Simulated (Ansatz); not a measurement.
A run for Ansatz (a first-principles code): R-PBE0/def2-TZVPP on HISSi (SMILES S[Si]I), a point of a torsion scan. Elements past Kr take the def2 small-core potentials; no spin–orbit coupling.

Ansatz 0.2 input:
```yaml
crystal:
  periodic: [false, false, false]
  atoms:
    - {symbol: S, position_ang: [-1.33980695, 0.37028135, 0.52116566]}
    - {symbol: Si, position_ang: [0.55234973, 1.06041327, -0.38183403]}
    - {symbol: I, position_ang: [2.27597191, -0.04419886, 1.04523306]}
    - {symbol: H, position_ang: [-1.40237304, -0.70088381, -0.25908306]}
basis:
  gaussian:
    orbitals: def2-TZVPP
hamiltonian:
  xc: {name: PBE0}
scf: {lower_state_search: off}
```

Output:

```
WARN ansatz: RAYON_NUM_THREADS=1 ignored (pool sized by the plan → 1); use --threads N
Functional definition: PBE0
these checks for a lower state are left out or cut short: stability, starts, cluster_reference, orbital_swaps, neighbouring_geometries, increment
integrals: 0.07 GiB planned
1083 factors; their error is unknown
mean field: 0.62 GiB planned
mean field evaluation 1: about -26823.6642 eV, gradient 1.7e1 eV
mean field evaluation 2: about -26823.3187 eV, gradient 2.1e1 eV
mean field evaluation 4: about -26824.4754 eV, gradient 1.4e0 eV
mean field evaluation 8: about -26824.7801 eV, gradient 1.9e-1 eV
mean field evaluation 16: about -26824.7801 eV, gradient 6.5e-5 eV
mean field -26824.78011230 eV, -985.7924866379 hartree, gradient 4.1e-6 eV, S^2 0.000000; 0 other end points of the search recorded, 0 dependent functions left out
reference -26824.78013544 eV, -985.7924874882 hartree; 28, 28 occupied and 120, 120 virtual orbitals, 1083 factors
Total energy: -26824.78013544 eV, -985.7924874882 hartree
Checks for a lower state left out: stability, starts, cluster_reference, orbital_swaps, neighbouring_geometries, increment
```

The calculation finished and met its thresholds.

Cost: very roughly 2.3 core-seconds.
